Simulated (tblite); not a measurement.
A geometry optimisation, step by step.

Species: C₂H₉BN₂.
Numbering: `[H]/[N:5]=[CH:4]\[CH2:3][NH2+:2][BH3-:1]` (hydrogens: H6, H7, H8 on B1; H9, H10 on N2; H11, H12 on C3; H13 on C4; H14 on N5)
Bond orders are those of one Lewis drawing.

Computed with GFN2-xTB (tblite), gas phase: L-BFGS steps from a force-field or distance-geometry start until the largest atomic force falls under 0.01 eV/Å. 11 of its 33 geometries are shown.

Step 0: E = -432.5173 eV, largest atomic force 3.032 eV/Å
```
atom  x, y, z in Å  |  force x, y, z in eV/Å
B1     -1.983   -0.100    0.345   -2.045  -0.405  -0.499
N2     -0.640    0.513    0.754    1.394   0.346   1.173
C3      0.495   -0.285    0.240   -0.412   0.680   0.075
C4      1.803    0.325    0.643    1.924  -2.082  -1.075
N5      2.913   -0.223    0.301   -0.683   1.170   0.642
H6     -2.883    0.566    0.786    0.177   0.162   0.119
H7     -2.086   -0.111   -0.847    0.256   0.034  -0.102
H8     -2.091   -1.202    0.774    0.252  -0.212   0.138
H9     -0.576    1.484    0.397   -0.040  -0.704   0.339
H10    -0.595    0.529    1.814   -0.048   0.112  -1.498
H11     0.435   -1.327    0.622   -0.159   0.555  -0.237
H12     0.444   -0.312   -0.875   -0.162  -0.086   0.672
H13     1.822    1.218    1.270    0.145  -0.264  -0.240
H14     2.940   -1.075   -0.286   -0.598   0.693   0.493
```

Step 3: E = -432.8251 eV, largest atomic force 0.502 eV/Å
```
atom  x, y, z in Å  |  force x, y, z in eV/Å
B1     -2.053   -0.116    0.329   -0.045  -0.112  -0.038
N2     -0.605    0.517    0.767   -0.419  -0.277  -0.009
C3      0.491   -0.267    0.246    0.332  -0.047  -0.028
C4      1.830    0.283    0.627    0.474  -0.075   0.002
N5      2.942   -0.202    0.310    0.069   0.316   0.192
H6     -2.882    0.578    0.795   -0.163   0.239   0.158
H7     -2.075   -0.109   -0.856    0.037   0.003  -0.169
H8     -2.081   -1.213    0.780    0.025  -0.133   0.049
H9     -0.577    1.462    0.411    0.004   0.208  -0.038
H10    -0.595    0.534    1.782    0.018   0.040   0.023
H11     0.425   -1.300    0.611   -0.187   0.069  -0.008
H12     0.432   -0.314   -0.848   -0.180   0.015   0.045
H13     1.830    1.190    1.248    0.111  -0.273  -0.199
H14     2.916   -1.044   -0.264   -0.075   0.026   0.021
```

Step 6: E = -432.8505 eV, largest atomic force 0.118 eV/Å
```
atom  x, y, z in Å  |  force x, y, z in eV/Å
B1     -2.067   -0.123    0.325   -0.045   0.015  -0.001
N2     -0.617    0.510    0.763    0.086  -0.019   0.031
C3      0.503   -0.266    0.247   -0.040  -0.035  -0.012
C4      1.850    0.278    0.627   -0.016   0.047   0.021
N5      2.965   -0.192    0.315    0.044  -0.006  -0.002
H6     -2.890    0.593    0.804    0.027  -0.012  -0.007
H7     -2.072   -0.110   -0.868   -0.035  -0.017   0.016
H8     -2.080   -1.224    0.784   -0.044  -0.003  -0.021
H9     -0.579    1.463    0.414   -0.048   0.000  -0.007
H10    -0.595    0.537    1.779   -0.035  -0.004  -0.039
H11     0.410   -1.296    0.611   -0.059   0.015   0.004
H12     0.419   -0.313   -0.844   -0.043   0.013   0.011
H13     1.841    1.177    1.238    0.093   0.028   0.020
H14     2.913   -1.034   -0.258    0.115  -0.021  -0.015
```

Step 10: E = -432.8550 eV, largest atomic force 0.074 eV/Å
```
atom  x, y, z in Å  |  force x, y, z in eV/Å
B1     -2.074   -0.124    0.324    0.030  -0.009   0.001
N2     -0.614    0.508    0.762   -0.072   0.018  -0.003
C3      0.504   -0.267    0.247    0.004   0.046   0.023
C4      1.857    0.279    0.626    0.000  -0.052  -0.020
N5      2.974   -0.191    0.316   -0.018   0.007  -0.001
H6     -2.889    0.597    0.807    0.003  -0.001  -0.001
H7     -2.081   -0.113   -0.868   -0.028   0.004   0.009
H8     -2.091   -1.226    0.780   -0.031   0.016  -0.004
H9     -0.590    1.461    0.413   -0.007  -0.003  -0.013
H10    -0.602    0.536    1.777   -0.006  -0.006   0.030
H11     0.395   -1.295    0.613    0.041   0.028  -0.014
H12     0.406   -0.310   -0.844    0.039  -0.006   0.023
H13     1.863    1.180    1.240   -0.006  -0.057  -0.042
H14     2.939   -1.034   -0.257    0.051   0.014   0.011
```

Step 13: E = -432.8563 eV, largest atomic force 0.034 eV/Å
```
atom  x, y, z in Å  |  force x, y, z in eV/Å
B1     -2.074   -0.125    0.325   -0.014   0.011   0.004
N2     -0.618    0.509    0.763    0.004   0.001   0.010
C3      0.503   -0.264    0.249   -0.014  -0.013  -0.008
C4      1.857    0.275    0.625    0.013   0.001  -0.004
N5      2.976   -0.190    0.316    0.033  -0.009  -0.003
H6     -2.888    0.597    0.807   -0.017   0.013   0.009
H7     -2.087   -0.114   -0.866   -0.008   0.008  -0.019
H8     -2.098   -1.226    0.778   -0.009  -0.017   0.015
H9     -0.594    1.461    0.411   -0.011   0.006   0.006
H10    -0.605    0.535    1.779   -0.011   0.011  -0.004
H11     0.395   -1.292    0.612    0.025  -0.015   0.012
H12     0.407   -0.310   -0.841    0.022   0.007  -0.016
H13     1.869    1.176    1.237   -0.030   0.006   0.005
H14     2.954   -1.033   -0.257    0.017  -0.010  -0.007
```

Step 16: E = -432.8567 eV, largest atomic force 0.033 eV/Å
```
atom  x, y, z in Å  |  force x, y, z in eV/Å
B1     -2.076   -0.124    0.325   -0.022  -0.008  -0.003
N2     -0.619    0.509    0.764    0.022  -0.014  -0.015
C3      0.503   -0.264    0.249    0.032  -0.009  -0.004
C4      1.860    0.273    0.624   -0.001   0.005   0.001
N5      2.980   -0.191    0.316   -0.017   0.004   0.004
H6     -2.889    0.599    0.808   -0.003   0.002   0.001
H7     -2.090   -0.113   -0.868   -0.005   0.006   0.018
H8     -2.102   -1.227    0.779   -0.005   0.020  -0.002
H9     -0.597    1.462    0.411   -0.003  -0.007   0.005
H10    -0.607    0.536    1.779   -0.002   0.003  -0.005
H11     0.398   -1.292    0.613    0.005  -0.003  -0.001
H12     0.410   -0.309   -0.842    0.001   0.000   0.000
H13     1.867    1.174    1.236   -0.007   0.000   0.001
H14     2.961   -1.034   -0.257    0.006   0.001   0.000
```

Step 19: E = -432.8569 eV, largest atomic force 0.014 eV/Å
```
atom  x, y, z in Å  |  force x, y, z in eV/Å
B1     -2.078   -0.124    0.325    0.007   0.009   0.006
N2     -0.618    0.508    0.763   -0.010  -0.006  -0.003
C3      0.505   -0.265    0.249   -0.007  -0.001  -0.001
C4      1.860    0.273    0.624    0.000   0.001   0.002
N5      2.981   -0.191    0.316    0.007   0.006   0.004
H6     -2.890    0.600    0.809    0.000   0.005   0.003
H7     -2.092   -0.112   -0.867   -0.008   0.003   0.002
H8     -2.104   -1.225    0.780   -0.008   0.002   0.002
H9     -0.598    1.461    0.412    0.007  -0.010  -0.007
H10    -0.609    0.537    1.778    0.007  -0.010  -0.007
H11     0.400   -1.293    0.613    0.004  -0.004  -0.006
H12     0.412   -0.309   -0.842    0.002  -0.007  -0.002
H13     1.866    1.174    1.236    0.003   0.003   0.002
H14     2.964   -1.034   -0.257   -0.004   0.008   0.006
```

Step 22: E = -432.8571 eV, largest atomic force 0.025 eV/Å
```
atom  x, y, z in Å  |  force x, y, z in eV/Å
B1     -2.080   -0.122    0.326   -0.003   0.005   0.000
N2     -0.618    0.504    0.761    0.007   0.011   0.015
C3      0.507   -0.267    0.248   -0.021  -0.007  -0.005
C4      1.861    0.274    0.624   -0.005   0.004   0.002
N5      2.982   -0.188    0.318    0.010   0.005   0.003
H6     -2.891    0.602    0.810    0.009   0.014   0.010
H7     -2.096   -0.110   -0.864   -0.007   0.000  -0.023
H8     -2.109   -1.222    0.781   -0.006  -0.022   0.009
H9     -0.598    1.457    0.410    0.006   0.007  -0.017
H10    -0.608    0.534    1.776    0.005  -0.013   0.010
H11     0.404   -1.295    0.612    0.001  -0.007  -0.003
H12     0.414   -0.310   -0.843    0.005  -0.007  -0.009
H13     1.865    1.174    1.236    0.000   0.006   0.004
H14     2.967   -1.031   -0.255   -0.001   0.005   0.003
```

Step 26: E = -432.8573 eV, largest atomic force 0.021 eV/Å
```
atom  x, y, z in Å  |  force x, y, z in eV/Å
B1     -2.084   -0.120    0.328   -0.002  -0.011  -0.006
N2     -0.617    0.501    0.758    0.000  -0.004  -0.007
C3      0.508   -0.270    0.245    0.011   0.002   0.001
C4      1.861    0.275    0.625   -0.003  -0.001  -0.002
N5      2.984   -0.184    0.321   -0.012   0.001   0.001
H6     -2.891    0.609    0.815    0.020   0.006   0.004
H7     -2.105   -0.106   -0.864   -0.001  -0.004   0.006
H8     -2.118   -1.221    0.783   -0.001   0.006  -0.006
H9     -0.596    1.453    0.405    0.003   0.000   0.009
H10    -0.606    0.529    1.774    0.003   0.005  -0.001
H11     0.409   -1.299    0.609   -0.009   0.002   0.001
H12     0.419   -0.315   -0.846   -0.001   0.001   0.003
H13     1.863    1.175    1.237   -0.013  -0.002  -0.002
H14     2.972   -1.027   -0.252    0.006   0.001   0.000
```

Step 29: E = -432.8574 eV, largest atomic force 0.022 eV/Å
```
atom  x, y, z in Å  |  force x, y, z in eV/Å
B1     -2.086   -0.120    0.328    0.016   0.014   0.007
N2     -0.617    0.499    0.757   -0.007  -0.005   0.000
C3      0.509   -0.272    0.244   -0.015  -0.004  -0.002
C4      1.860    0.275    0.625    0.002  -0.002   0.001
N5      2.984   -0.182    0.322    0.017   0.001  -0.001
H6     -2.887    0.613    0.817    0.005   0.002   0.001
H7     -2.108   -0.106   -0.864   -0.001  -0.004  -0.002
H8     -2.121   -1.220    0.783    0.000  -0.005  -0.002
H9     -0.595    1.451    0.404   -0.001  -0.003   0.009
H10    -0.604    0.527    1.773    0.000   0.004  -0.013
H11     0.410   -1.300    0.608   -0.004  -0.001   0.002
H12     0.420   -0.316   -0.847   -0.002   0.002  -0.001
H13     1.860    1.176    1.237   -0.010   0.001  -0.001
H14     2.974   -1.025   -0.251    0.001   0.001   0.001
```

Step 32: E = -432.8575 eV, largest atomic force 0.007 eV/Å
```
atom  x, y, z in Å  |  force x, y, z in eV/Å
B1     -2.086   -0.120    0.328    0.003   0.003   0.002
N2     -0.617    0.497    0.756    0.006   0.004   0.001
C3      0.509   -0.273    0.243    0.001  -0.003  -0.002
C4      1.860    0.275    0.625   -0.001  -0.004  -0.001
N5      2.985   -0.180    0.323    0.000   0.004   0.001
H6     -2.884    0.616    0.819   -0.003   0.000   0.000
H7     -2.111   -0.106   -0.863    0.002   0.000   0.002
H8     -2.123   -1.220    0.783    0.003   0.002   0.000
H9     -0.594    1.450    0.405   -0.002   0.003  -0.003
H10    -0.603    0.526    1.771   -0.003  -0.003   0.003
H11     0.410   -1.301    0.608   -0.002  -0.003   0.000
H12     0.421   -0.317   -0.847   -0.003  -0.001  -0.003
H13     1.856    1.176    1.237   -0.003  -0.004  -0.003
H14     2.977   -1.023   -0.250    0.002   0.003   0.002
```

Question: Summarise the path.

Answer: The energy falls by 7.84 kcal/mol from step 0 to step 32; nine tenths of that is first reached at step 3. It falls at every step. The largest force goes from 3.032 to 0.007 eV/Å. Among the bonds B1–N2 changes most, from 1.532 to 1.650 Å; the atoms move by 0.058 Å rms after alignment.

Question: Follow the three bonds and two angles with the largest change from start to end.

Answer: 
```json
{"step": "0", "E above end (kcal/mol)": "7.84", "largest force (eV/Å)": "3.032", "B1–N2 (Å)": "1.532", "N2–H10 (Å)": "1.061", "C4=N5 (Å)": "1.283", "C3–C4–N5 (°)": "120.6", "C4–N5–H14 (°)": "121.7"}
{"step": "1", "E above end (kcal/mol)": "3.82", "largest force (eV/Å)": "2.660", "B1–N2 (Å)": "1.585", "N2–H10 (Å)": "1.022", "C4=N5 (Å)": "1.225", "C3–C4–N5 (°)": "123.9", "C4–N5–H14 (°)": "120.5"}
{"step": "3", "E above end (kcal/mol)": "0.75", "largest force (eV/Å)": "0.502", "B1–N2 (Å)": "1.641", "N2–H10 (Å)": "1.014", "C4=N5 (Å)": "1.254", "C3–C4–N5 (°)": "125.9", "C4–N5–H14 (°)": "116.1"}
{"step": "4", "E above end (kcal/mol)": "0.28", "largest force (eV/Å)": "0.196", "B1–N2 (Å)": "1.648", "N2–H10 (Å)": "1.015", "C4=N5 (Å)": "1.250", "C3–C4–N5 (°)": "126.8", "C4–N5–H14 (°)": "114.2"}
{"step": "6", "E above end (kcal/mol)": "0.16", "largest force (eV/Å)": "0.118", "B1–N2 (Å)": "1.642", "N2–H10 (Å)": "1.017", "C4=N5 (Å)": "1.250", "C3–C4–N5 (°)": "127.0", "C4–N5–H14 (°)": "113.9"}
{"step": "7", "E above end (kcal/mol)": "0.14", "largest force (eV/Å)": "0.113", "B1–N2 (Å)": "1.642", "N2–H10 (Å)": "1.016", "C4=N5 (Å)": "1.251", "C3–C4–N5 (°)": "127.0", "C4–N5–H14 (°)": "113.9"}
{"step": "8", "E above end (kcal/mol)": "0.10", "largest force (eV/Å)": "0.097", "B1–N2 (Å)": "1.645", "N2–H10 (Å)": "1.015", "C4=N5 (Å)": "1.251", "C3–C4–N5 (°)": "127.0", "C4–N5–H14 (°)": "114.1"}
{"step": "10", "E above end (kcal/mol)": "0.06", "largest force (eV/Å)": "0.074", "B1–N2 (Å)": "1.650", "N2–H10 (Å)": "1.015", "C4=N5 (Å)": "1.251", "C3–C4–N5 (°)": "127.1", "C4–N5–H14 (°)": "114.7"}
{"step": "11", "E above end (kcal/mol)": "0.04", "largest force (eV/Å)": "0.073", "B1–N2 (Å)": "1.650", "N2–H10 (Å)": "1.015", "C4=N5 (Å)": "1.251", "C3–C4–N5 (°)": "127.2", "C4–N5–H14 (°)": "115.0"}
{"step": "13", "E above end (kcal/mol)": "0.03", "largest force (eV/Å)": "0.034", "B1–N2 (Å)": "1.647", "N2–H10 (Å)": "1.016", "C4=N5 (Å)": "1.250", "C3–C4–N5 (°)": "127.6", "C4–N5–H14 (°)": "115.3"}
{"step": "14", "E above end (kcal/mol)": "0.02", "largest force (eV/Å)": "0.029", "B1–N2 (Å)": "1.646", "N2–H10 (Å)": "1.016", "C4=N5 (Å)": "1.251", "C3–C4–N5 (°)": "127.7", "C4–N5–H14 (°)": "115.3"}
{"step": "15", "E above end (kcal/mol)": "0.02", "largest force (eV/Å)": "0.036", "B1–N2 (Å)": "1.647", "N2–H10 (Å)": "1.016", "C4=N5 (Å)": "1.251", "C3–C4–N5 (°)": "127.7", "C4–N5–H14 (°)": "115.3"}
{"step": "17", "E above end (kcal/mol)": "0.02", "largest force (eV/Å)": "0.021", "B1–N2 (Å)": "1.650", "N2–H10 (Å)": "1.016", "C4=N5 (Å)": "1.251", "C3–C4–N5 (°)": "127.8", "C4–N5–H14 (°)": "115.4"}
{"step": "18", "E above end (kcal/mol)": "0.02", "largest force (eV/Å)": "0.014", "B1–N2 (Å)": "1.650", "N2–H10 (Å)": "1.016", "C4=N5 (Å)": "1.251", "C3–C4–N5 (°)": "127.8", "C4–N5–H14 (°)": "115.5"}
{"step": "19", "E above end (kcal/mol)": "0.01", "largest force (eV/Å)": "0.014", "B1–N2 (Å)": "1.651", "N2–H10 (Å)": "1.016", "C4=N5 (Å)": "1.251", "C3–C4–N5 (°)": "127.8", "C4–N5–H14 (°)": "115.5"}
{"step": "21", "E above end (kcal/mol)": "0.01", "largest force (eV/Å)": "0.026", "B1–N2 (Å)": "1.650", "N2–H10 (Å)": "1.016", "C4=N5 (Å)": "1.251", "C3–C4–N5 (°)": "127.7", "C4–N5–H14 (°)": "115.5"}
{"step": "22", "E above end (kcal/mol)": "0.01", "largest force (eV/Å)": "0.025", "B1–N2 (Å)": "1.649", "N2–H10 (Å)": "1.015", "C4=N5 (Å)": "1.251", "C3–C4–N5 (°)": "127.7", "C4–N5–H14 (°)": "115.5"}
{"step": "24", "E above end (kcal/mol)": "0.01", "largest force (eV/Å)": "0.025", "B1–N2 (Å)": "1.648", "N2–H10 (Å)": "1.015", "C4=N5 (Å)": "1.251", "C3–C4–N5 (°)": "127.8", "C4–N5–H14 (°)": "115.4"}
{"step": "25", "E above end (kcal/mol)": "0.01", "largest force (eV/Å)": "0.025", "B1–N2 (Å)": "1.649", "N2–H10 (Å)": "1.015", "C4=N5 (Å)": "1.251", "C3–C4–N5 (°)": "127.8", "C4–N5–H14 (°)": "115.4"}
{"step": "26", "E above end (kcal/mol)": "0.00", "largest force (eV/Å)": "0.021", "B1–N2 (Å)": "1.650", "N2–H10 (Å)": "1.016", "C4=N5 (Å)": "1.251", "C3–C4–N5 (°)": "127.8", "C4–N5–H14 (°)": "115.4"}
{"step": "28", "E above end (kcal/mol)": "0.00", "largest force (eV/Å)": "0.015", "B1–N2 (Å)": "1.652", "N2–H10 (Å)": "1.016", "C4=N5 (Å)": "1.251", "C3–C4–N5 (°)": "127.8", "C4–N5–H14 (°)": "115.4"}
{"step": "29", "E above end (kcal/mol)": "0.00", "largest force (eV/Å)": "0.022", "B1–N2 (Å)": "1.652", "N2–H10 (Å)": "1.016", "C4=N5 (Å)": "1.250", "C3–C4–N5 (°)": "127.8", "C4–N5–H14 (°)": "115.5"}
{"step": "31", "E above end (kcal/mol)": "0.00", "largest force (eV/Å)": "0.013", "B1–N2 (Å)": "1.650", "N2–H10 (Å)": "1.016", "C4=N5 (Å)": "1.251", "C3–C4–N5 (°)": "127.8", "C4–N5–H14 (°)": "115.5"}
{"step": "32", "E above end (kcal/mol)": "0.00", "largest force (eV/Å)": "0.007", "B1–N2 (Å)": "1.650", "N2–H10 (Å)": "1.016", "C4=N5 (Å)": "1.251", "C3–C4–N5 (°)": "127.8", "C4–N5–H14 (°)": "115.4"}
```

The cost below is that of the whole relaxation. Hardware: Arm Neoverse V2, one thread, shared host. Cost: under 0.1 s wall.
